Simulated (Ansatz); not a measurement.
cyclo-(SnH2)3 (Sn₃H₆) was relaxed with PBE0-D4 (def2-SVP) in Ansatz in these states: charge +1 doublet, neutral singlet. The geometries follow in no particular order.

In the def2 sets Sn takes a core potential; there is no spin–orbit coupling.

A:

```csv
atom,x (Å),y (Å),z (Å)
Sn1,-1.065,1.212,-0.177
H2,-0.718,2.713,-0.929
H3,-2.717,1.135,0.279
Sn4,0.896,-0.102,1.350
H5,0.416,-0.914,2.782
H6,2.414,0.665,1.573
Sn7,0.169,-1.110,-1.173
H8,-0.696,-2.589,-1.248
H9,1.301,-1.010,-2.457
```

B:

Cartesian coordinates in Å:
```
Sn -0.871 -0.721 -1.340
H -0.540 0.028 -2.832
H -2.508 -1.023 -0.987
Sn 0.095 1.476 0.942
H -1.288 1.750 1.896
H 0.682 2.801 0.050
Sn 1.108 -1.078 0.568
H 0.655 -2.154 1.795
H 2.668 -1.079 -0.092
```

Question: Judge from the bond lengths which geometry belongs to which state (an estimate).

Answer: A is the neutral singlet (Sn1–Sn4 2.812 Å, Sn1–Sn7 2.812 Å, Sn4–Sn7 2.812 Å); B is the charge +1 doublet (Sn1–Sn4 3.312 Å, Sn1–Sn7 2.772 Å, Sn4–Sn7 2.773 Å).
